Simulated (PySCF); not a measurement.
Input for PySCF: R-MP2/6-31G* on F3H3Si (a complex), monomers drawn apart or pushed together.

```python
from pyscf import gto, scf, dft, mp
from pyscf.data.elements import chemcore

mol = gto.M(
    atom='''
    F     0.65694701    0.01640740   -1.45081416
    Si    0.07944110   -0.38767010   -0.02733471
    F     0.64957417    0.69041230    1.02424819
    H    -1.38179289   -0.26436893   -0.04829726
    H     0.60583874   -1.70358573    0.34950397
    F    -0.31949736   -0.02452863    3.25052458
    H     0.15788693    0.45397568    2.61096860
    ''',
    basis='6-31g*',
    cart=True,
    charge=0, spin=0, verbose=3, max_memory=1800)
mf = scf.RHF(mol)
mf.conv_tol = 1e-8
mf.max_cycle = 100
mf.kernel()
if not mf.converged:
    mf = mf.newton().run(mf.mo_coeff, mf.mo_occ)
pt = mp.MP2(mf, frozen=chemcore(mol)).run()
```

**Question.** Give the final energy of this run.

**Answer.** -589.6974 hartree.
